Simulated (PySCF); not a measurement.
All values below come from PySCF with B3LYP-D3(BJ)/def2-TZVP // M06-2X/def2-TZVP. All species are isolated molecules in the gas phase. One relaxed conformer stands for a flexible species; it need not be the lowest. B3LYP has the VWN-RPA correlation part, as in Gaussian. Delta-SCF ions had no search for a lower state. 

Reference species (SMILES): `B` (neutral, multiplicity 1).

The vertical ionisation energy (Delta-SCF) is 13.18 eV and the LUMO is -2.22 eV. The HOMO comes out as -9.75 eV.

Changed species: `C[Si](C)(C)B` (X = trimethylsilyl; the reference has X = H).

Problem. Predict the effect on the vertical ionisation energy (Delta-SCF), LUMO and HOMO.

Solution. the vertical ionisation energy (Delta-SCF) drops by 3.63 eV, to 9.55 eV; the LUMO drops by 0.08 eV, to -2.30 eV; the HOMO increases by 2.38 eV, to -7.37 eV.
